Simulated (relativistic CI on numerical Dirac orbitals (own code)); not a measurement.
# Ho²⁺: what numerical and physical settings do to a radial Dirac CI calculation

Reference input:

```
atom Ho  Z=67  charge=2  electrons=65
nucleus A=165  rms_radius_fm=5.2022
hamiltonian dirac-coulomb  breit=on  qed=on  c_scale=1
orbitals kli  potential=per-configuration
slater_scale 1
correlation none
mixing on
grid step=0.0125 r_max=67.1
scf mixing=0.4 start=green max_iterations=150 tolerance=2e-08 node_fill=0.05
configurations
  [Xe] 4f11
end
```

Computed lowest total energy -12600.59816 Ha, first excitation 5398.2 cm⁻¹, 13 SCF steps. Runs with settings changed; * marks those that are bad on purpose:

| Changed | Outcome | Lowest level | ΔE (Ha) | First excitation (cm⁻¹) | SCF steps | Message |
| --- | --- | --- | --- | --- | --- | --- |
| QED terms off | converged | 4f¹¹ ⁴I°15/2 | -8.17 | 5372.9 | 13 |  |
| grid step 0.006 | converged | 4f¹¹ ⁴I°15/2 | -0.000166 | 5398.2 | 14 |  |
| Slater scale 0.5 | converged | 4f¹¹ ⁴I°15/2 | 0.0702 | 5476.4 | 13 |  |
| nuclear radius 5.7224 fm | converged | 4f¹¹ ⁴I°15/2 | 0.21 | 5398.2 | 13 |  |
| charge 3 * | refused |  |  |  | 0 | configuration [Xe] 4f11 has 65 electrons, the ion has 64 |
| Slater scale 0 * | converged | 4f¹¹ ⁴I°15/2 | 0.134 | 167.5 | 13 |  |

With so few configurations and no correlation, terms lie too far apart (by 10 to 50 % near neutrality), their order can be wrong, and levels of other configurations are missing.
